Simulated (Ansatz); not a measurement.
Reaction (formal hydrolysis of the Si–O bond): `F[Si](Cl)(O[SiH3])O[SiH3]` + H₂O → `O[Si](F)(Cl)O[SiH3]` + `O[SiH3]`

Program: Ansatz. Geometries: PBE0-D4/def2-TZVP. ΔE: electronic, gas phase. CBS: MP2 limit from def2 TZ/QZ plus the TZ coupled-cluster correction, frozen cores. This one scheme is used for every species. Functionals use def2-TZVPP. B3LYP here is the variant with VWN-RPA as its local correlation; programs differ in this. One conformer a species, not always the lowest.

```
             level  ΔE (eV)
          B3LYP-D4     0.26
              PBE0     0.17
             B3LYP     0.17
    MP2/def2-TZVPP     0.23
CCSD(T)/def2-TZVPP     0.24
    MP2/def2-QZVPP     0.26
      HF/CBS(def2)     0.27
     MP2/CBS(def2)     0.26
```

Problem. What does CCSD(T)/CBS give? (An estimate is asked.)

Solution. Ansatz gave: +0.27 eV. The listed levels differ from it by -0.01, -0.10, -0.10, -0.04, -0.03, -0.01, 0.00, -0.01 eV.

Largest T1 diagnostic among the species: 0.011.

The D4 term adds +0.09 eV with B3LYP and +0.06 eV with PBE0; it sums over pairs of atoms, weighted by their polarisabilities, and B3LYP, whose exchange is more repulsive, gets the larger term. From PBE to PBE0 (25 % exact exchange), in def2-TZVPP and without D4, ΔE moves by +0.04 eV.
